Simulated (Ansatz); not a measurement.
Reaction (cleavage of the Si–Sb bond): `C[SiH2][SbH][SH]` + PH₃ → `C[SiH2]P` + `[SH][SbH2]`

Program: Ansatz. Geometries: PBE0-D4/def2-TZVP. ΔE: electronic, gas phase. CBS: MP2 limit from def2 TZ/QZ plus the TZ coupled-cluster correction, frozen cores. This one scheme is used for every species. Functionals use def2-TZVPP. def2 core potentials past Kr. For Sb outer-core shells are correlated without core-valence functions, which leaves a few kJ/mol of doubt a bond. One conformer a species, not always the lowest.

`C[SiH2][SbH][SH]`:

```xyz
11

C    -0.485   -1.319   -1.027
Si    0.549    0.205   -0.699
Sb    1.224    0.241    1.788
S    -1.068    0.664    2.502
H    -0.848   -1.327   -2.058
H     0.098   -2.228   -0.862
H    -1.347   -1.338   -0.357
H    -0.231    1.443   -0.986
H     1.775    0.219   -1.546
H     1.703    1.883    1.700
H    -1.368    1.557    1.544
```

PH₃:

```xyz
4

P    -0.133   -0.090   -0.558
H    -0.495   -0.989    0.480
H    -0.574    1.047    0.169
H     1.202    0.033   -0.090
```

`C[SiH2]P`:

```xyz
10

C     0.161    1.447   -0.457
Si   -0.576   -0.256   -0.213
P     0.463   -1.280    1.510
H    -0.358    1.980   -1.257
H     1.217    1.378   -0.726
H     0.080    2.038    0.458
H    -0.484   -1.041   -1.475
H    -2.015   -0.152    0.157
H    -0.124   -2.545    1.243
H     1.635   -1.569    0.760
```

`[SH][SbH2]`:

```xyz
5

S    -0.744    1.263    0.354
Sb    0.462   -0.829    0.119
H    -0.835    1.146    1.687
H    -0.493   -1.388   -1.185
H     1.611   -0.192   -0.975
```

| level | ΔE (kcal/mol) |
| --- | --- |
| RPA@PBE/def2-TZVPP | 3.1 |
| HF/def2-SVP | 3.5 |

Problem. What does CCSD(T)/CBS give? (An estimate is asked.)

Solution. The calculation gave: +4.2 kcal/mol. The listed levels differ from it by -1.1, -0.7 kcal/mol.

Problem. What do rigid-rotor, harmonic-oscillator terms from PBE0-D4/def2-TZVP frequencies (298.15 K, 1 bar) make of the CCSD(T)/CBS value? (Best estimate.)

Solution. Ansatz gave: ΔZPE = -0.1 kcal/mol, ΔH = +3.6 kcal/mol, ΔS = 14 J/(mol·K), ΔG = +2.6 kcal/mol.

Largest T1 diagnostic among the species: 0.013.

In def2-TZVPP, CCSD(T) changes the Hartree–Fock value by +1.2 kcal/mol (the triples alone add +0.3 kcal/mol) and MP2 by +2.2 kcal/mol. Leaving LDA and LC-ωPBE aside and taking each functional with its dispersion term where it has one, the values, not all of them listed here, spread over 3.8 kcal/mol, from B97M-V to BHLYP-D4.
